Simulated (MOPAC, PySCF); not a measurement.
H$_{2}$AlF, SMILES `[F][AlH2]`, neutral singlet in the gas phase. 

Z-matrix (Å, degrees):
```
Al
F 1 1.6498
H 1 1.5756 2 116.96
H 1 1.5756 3 126.08 2 -179.91
```
Charge 0, spin multiplicity 1.

All levels are single points at this geometry (PBE0-D3(BJ)/def2-TZVP); Pople sets use spherical d functions. Orbital energies aren't observables, and empty levels follow the basis.

```csv
level,HOMO (eV),LUMO (eV),gap (eV),dipole (D),"vertical IE, Delta-SCF (eV)"
M06-2X/def2-TZVP in PySCF,-10.00,-0.87,9.13,1.47,–
B3LYP/6-31G* in PySCF,-8.46,-1.42,7.04,1.23,11.38
M06-2X/6-31G* in PySCF,-9.87,-0.69,9.19,1.36,–
HF/3-21G in PySCF,-11.88,1.37,13.24,1.66,–
HF/STO-3G in PySCF,-8.83,9.22,18.05,0.90,–
AM1 in MOPAC,-10.72,-0.63,10.09,0.99,–
```
